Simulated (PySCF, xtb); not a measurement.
Mo(S)2(OH)2 (H₂MoO₂S₂), SMILES [OH][Mo]([OH])(=[S])=[S], multiplicity 1.

GFN2-xTB run with xtb 6.7.1 at its own geometry gives an orbital gap of 2.02 eV and a dipole moment of 7.77 D.

The structure is a stationary point at PBE0-D3(BJ)/def2-SVP. A frequency run showed that this geometry is not a minimum. The spin state was assumed, not searched. The structure was generated by enumeration; whether it is a known compound was not checked. The def2 effective core potentials stand for the cores of Mo; spin–orbit coupling is left out. The values are those of a single conformer.

### Question
What does PySCF with PBE/def2-TZVP give? (The exact figures need the calculation; the answer reports its results.)

### Answer
gap 2.26 eV (levels -6.00 and -3.74 eV), dipole 1.15 D.
